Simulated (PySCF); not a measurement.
A small calculation by hand: refractive index and permittivity of the vapour

C3H7FOSi, SMILES [SiH2]([C@H](F)C)C=O.

Geometry: r2SCAN-D4/def2-SVP. The structure was generated by enumeration; whether it is a known compound was not checked. Other conformers were not sampled.

PBE/def2-TZVP run with PySCF gives a mean static polarisability of 70.3 bohr³ and a dipole moment of 2.82 D. Take an ideal gas at 298.15 K and 1 bar, whether or not the substance is that volatile.

Q: Work out n − 1 in the optical limit and the static ε − 1.

A: 
Polarisability volume α' = 70.3 × 0.148185 = 10.42 Å³. Number density N = p/kT = 2.43e-5 Å⁻³.
Dilute limit of Lorentz–Lorenz: n − 1 = 2π N α' = 0.0016.
Orientation term of Debye: μ²/(3kT) = 8.098 Å³ × μ²(D²) = 64.40 Å³.
ε − 1 = 4π N (α' + μ²/3kT) = 0.023. Orientation of the dipole supplies 86 % of the static response; it can't follow optical fields. Vibrational polarisation and dispersion are left out.
